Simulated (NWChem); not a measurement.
Molecule: C$_{2}$H$_{3}$F$_{3}$Si; SMILES C=C[Si](F)(F)F

```xyz
9

C     -0.0944     2.4306     0.0005
C      0.7145     1.3641    -0.0050
Si     0.0410    -0.3368    -0.0005
F      0.4715    -1.1767    -1.2970
F      0.5304    -1.1916     1.2650
F     -1.5625    -0.2952     0.0351
H     -1.1845     2.3266     0.0088
H      0.2979     3.4532    -0.0025
H      1.8007     1.5140    -0.0121
```
Atoms are numbered in this order, from 1.

Computed with NWChem. Coordinates come from a PBE0/def2-SVP optimisation. Level: M05-2X/def2-SVP with SMD (1 M gas to 1 M solution), gas-phase geometry. Reactions with the solvent are ignored.

Order these by “solvation free energy (kcal/mol)”, lowest first: water; chlorobenzene; dichloromethane.

dichloromethane (-3.6), chlorobenzene (-3.1), water (0.0)
